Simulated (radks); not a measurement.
The numbers below are computed, except where a source is named.
Q: These are the eigenvalues of the occupied orbitals of an atom or ion with whole-number occupations (eV). Code: a radial shooting solver on a logarithmic mesh with Libxc functionals. Model: scalar-relativistic Kohn-Sham, PBEsol, spin-polarised, spherical densities, finite nucleus; Fermi nuclear charge, rms radius of each element as measured or else 0.836 A^(1/3) + 0.57 fm.

orbital  eigenvalue
1s up     -36845.12
1s down   -36840.00
2s up     -7719.797
2s down   -7715.587
2p up     -7197.275
2p down   -7191.693
3s up     -3054.387
3s down   -3035.865
3p up     -2891.582

Which element is it, and in what charge state? The configuration may be excited. Open shells, if any, are filled with parallel spins first.

A: Z = 54, xenon, charge +40: Xe40+ in [Ne] 3s2 3p2. The list shows which subshells hold electrons but not how many an open one holds; the 1s level, -1354 hartree, gives Z - s = 52.0 by -(Z - s)^2/2, which with screening and relativity narrows Z to a few neighbours, and the depths of the outer levels then fix element, charge and occupations together.
